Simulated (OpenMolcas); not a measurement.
Re3+: moving or changing the point charges

Re3+ among 6 point charges of -1.7 e arranged as a trigonal prism (D3h), 2.16 Å from the ion, with a polar angle of 51.6° against the regular 49.1°.

```
Program             : OpenMolcas
Method              : CASSCF
Basis               : ANO-RCC-VDZP [7s6p4d2f1g]
Scalar Hamiltonian  : DKH2, point nucleus
Active space        : 4 electrons in 5 orbitals (5d)
State averaging     : 2S+1 = 5 even, 5 roots; 2S+1 = 3 even, 45 roots; 2S+1 = 1 even, 50 roots
Spin-orbit coupling : state interaction with AMFI integrals over the reference wave functions
```

Runs around this geometry, states (labels of D3, the rotations of D3h). Energies in cm-1 above the lowest state or level, χT in cm3 K/mol.

| R (Å) | q (e) | Polar angle / regular | Ground state | First state of that spin | First gap with spin-orbit (degeneracies) | χT at 300 K | First state of another spin |
| --- | --- | --- | --- | --- | --- | --- | --- |
| 2.16 | -1.1 | 1.05 | 5E | 5A1 4063 | 2360 (1, 2) | 0.129 | 3A2 13256 |
| 2 | -1.7 | 1.05 | 5E | 5A1 9394 | 1572 (1, 2) | 0.280 | 3A2 8074 |
| 2.16 | -1.7 | 1.05 | 5E | 5A1 6469 | 1935 (1, 2) | 0.194 | 3A2 10987 |
| 2.3 | -1.7 | 1.05 | 5E | 5A1 4746 | 2177 (1, 2) | 0.151 | 3A2 12655 |
| 2.16 | -1.7 | 1.13 | 5E | 5E 4195 | 2463 (1, 2) | 0.131 | 3A2 10122 |

Taking the first state of the same spin as R^-n, n = -ln(4746 / 9394) / ln(2.3 / 2) = 4.9 between the shortest and longest distance.

Scaling the charges by -1.1 / -1.7 = 0.65 scales the first state of the same spin by 4063 / 6469 = 0.63; with fixed orbitals a first-order splitting would follow the charge.

Without dynamic correlation the repulsion within the d shell is too large (B by tens of per cent), so at a given field states of lower spin stand too high. This shell can be high or low spin here, a state of another spin lies low, and with metal d orbitals alone active their balance is uncertain, so the ground spin may be wrong. Point charges give a weaker field than real ligands, and real ions of this kind are as a rule low spin; the high spin found here belongs to the model. Spin-orbit coupling mixes the spin-free states strongly: the lowest level takes only 50 % from its leading state, 5E (figures for R = 2.16, q = -1.1, ratio = 1.05; the like holds for R = 2, q = -1.7, ratio = 1.05, R = 2.16, q = -1.7, ratio = 1.05, R = 2.3, q = -1.7, ratio = 1.05, R = 2.16, q = -1.7, ratio = 1.13). An orbital doublet at a regular site is open to a Jahn-Teller distortion, which this geometry leaves out (holds for R = 2, q = -1.7, ratio = 1.05; R = 2.16, q = -1.7, ratio = 1.05; R = 2.3, q = -1.7, ratio = 1.05). This is an electrostatic model: the charges have no orbitals. No measured value stands beside these numbers.
